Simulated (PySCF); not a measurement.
# Cu¹⁷⁺ (copper, charge +17): Hartree-Fock from Schrödinger to Dirac-Coulomb-Breit

Occupied: 1s1/2, 2s1/2, 2p1/2, 2p3/2, 3s1/2. Hartree-Fock calculated with PySCF 2.14 in an uncontracted even-tempered set (21 s from 0.72 bohr⁻², ratio 2.3; 15 p from 0.86 bohr⁻², ratio 2.3), Gaussian nucleus throughout. NR is non-relativistic, sf-X2C the spin-free one-electron X2C Hamiltonian, X2C adds the bare one-electron spin-orbit term, X2C-SNSO screens it by Boettger's factors, DC is four-component Dirac-Coulomb, and the Gaunt and Breit terms are added at first order (total energies over the DC spinors, levels after relaxing the spinors in that mean field). QED terms are absent. Levels marked empty are virtual spinors of this ion; the basis has s and p functions only, so 3d, which can lie below the n = 4 levels, is absent.

```json
{"Hamiltonian": "NR", "E (hartree)": "-1490.5950", "E − E(DC) (hartree)": "14.3631", "CPU seconds": "0.68"}
{"Hamiltonian": "sf-X2C", "E (hartree)": "-1504.6823", "E − E(DC) (hartree)": "0.2757", "CPU seconds": "0.4"}
{"Hamiltonian": "X2C", "E (hartree)": "-1504.7262", "E − E(DC) (hartree)": "0.2318", "CPU seconds": "0.51"}
{"Hamiltonian": "X2C-SNSO", "E (hartree)": "-1504.7203", "E − E(DC) (hartree)": "0.2377", "CPU seconds": "0.51"}
{"Hamiltonian": "DC", "E (hartree)": "-1504.9581", "E − E(DC) (hartree)": "0.0000", "CPU seconds": "24"}
{"Hamiltonian": "DC+Gaunt", "E (hartree)": "-1504.2612", "E − E(DC) (hartree)": "0.6969", "CPU seconds": "43"}
{"Hamiltonian": "DC+Breit", "E (hartree)": "-1504.3197", "E − E(DC) (hartree)": "0.6384", "CPU seconds": "130"}
```

Task: Give the 3p spin-orbit interval with each Hamiltonian that has one.

Result: X2C 4.640; X2C-SNSO 4.316; DC 4.280; DC+Gaunt 4.175; DC+Breit 4.175 (eV).

```tsv
level (eV)	NR	sf-X2C	X2C	X2C-SNSO	DC	DC+Gaunt	DC+Breit
1s1/2	-9591.1	-9692.9	-9692.8	-9692.8	-9697.3	-9686.0	-9686.6
2s1/2	-1726.8	-1750.9	-1750.8	-1750.8	-1751.3	-1750.4	-1750.4
2p1/2	-1588.0	-1593.7	-1609.3	-1608.2	-1608.3	-1606.6	-1606.8
2p3/2	-1588.0	-1593.7	-1586.2	-1586.7	-1587.0	-1585.8	-1586.0
3s1/2	-622.76	-628.89	-628.88	-628.88	-628.97	-628.76	-628.78
3p1/2 (empty)	-550.28	-552.17	-555.30	-555.08	-555.09	-554.76	-554.81
3p3/2 (empty)	-550.28	-552.17	-550.66	-550.76	-550.81	-550.58	-550.63
4s1/2 (empty)	-302.57	-304.83	-304.83	-304.83	-304.86	-304.79	-304.80
```

Weight of the small component: 1s1/2 0.0110, 2s1/2 0.00215, 2p1/2 0.00210, 2p3/2 0.00207, 3s1/2 0.000687, 3p1/2 0.000645, 3p3/2 0.000639, 4s1/2 0.000316.

Koopmans' value for the highest occupied level at DC+Breit: 628.78 eV, against an ionisation energy of 632.5 ± 0.6 eV (semi-empirical (NIST evaluation); NIST Atomic Spectra Database, ionization energies); the former lacks relaxation, correlation, QED and recoil.

The whole ladder took 210 s of wall time on 1 thread of Neoverse-N1 (shared host), launched as `OMP_NUM_THREADS=1 python relrun2.py TASK.json OUT` (a driver that calls PySCF for each Hamiltonian).
